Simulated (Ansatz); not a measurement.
Molecule: CH$_{5}$OSi, net charge 0, doublet state. It need not be the lowest isomer of its formula. 
Structure (B3LYP-D3(BJ)/def2-TZVP (Ansatz, a program for electronic structure) minimum search):
```
O
C 1 1.4190
H 2 1.0897 1 107.95
H 2 1.0933 3 108.81 1 -120.37
H 2 1.0945 3 108.84 4 -118.54
Si 1 1.6497 2 124.95 3 164.89
H 6 1.4858 1 105.77 2 -165.82
H 6 1.4963 7 110.89 1 -118.84
```
Charge 0, spin multiplicity 2.

Computed values are from Ansatz. Valence correlation only, unless marked. UHF or UKS for open shells. Spin-orbit coupling is left out. No relativistic terms. CBS(X,Y): correlation extrapolated as X^-3; Hartree-Fock from the larger set (for Q and 5 zeta extrapolated as (X+1)exp(-9√X)).

```yaml
atomisation energy De: 646.7 kcal/mol at CCSD(T)/CBS(cc-pV(Q+d)Z,cc-pV(5+d)Z)
total_energy: -405.2660 Eh at CCSD(T)/CBS(cc-pV(Q+d)Z,cc-pV(5+d)Z)
dipole_moment: 1.24 D at CCSD(T)/aug-cc-pV(D+d)Z
T1 diagnostic: 0.015 at CCSD/cc-pV(5+d)Z
```
